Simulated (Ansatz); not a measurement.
Basis-set extrapolation for C2H8O2Si, SMILES `C[Si](C)(O)O` (PBE0-D4/def2-TZVP geometry, frozen core, the Gaussian-basis code of Ansatz). Multiplicity 1, RHF reference.

```tsv
	def2-TZVPP	def2-QZVPP
HF	-519.303485	-519.324208
MP2 correlation	-0.960983	-1.033021
CCSD(T) correlation	-1.035884	not run
```

Energies in hartree. Use E(X) = E(∞) + A·exp(−7.88·√X) for Hartree–Fock and E(X) = E(∞) + B·X^(−2.97) for correlation, with X = 3 and 4, and add CCSD(T) minus MP2 of the smaller set to the MP2 limit.

**Question.** What is the CCSD(T) energy at the basis-set limit?

**Answer.** HF limit: -519.324208 + (-0.020723) × 0.13774 = -519.32706. MP2 limit: -1.033021 + (-0.072038) × 0.74074 = -1.08638. Higher-order term: -1.035884 − (-0.960983) = -0.07490. Total: -520.48834 hartree, 4.05 eV below CCSD(T)/def2-TZVPP.
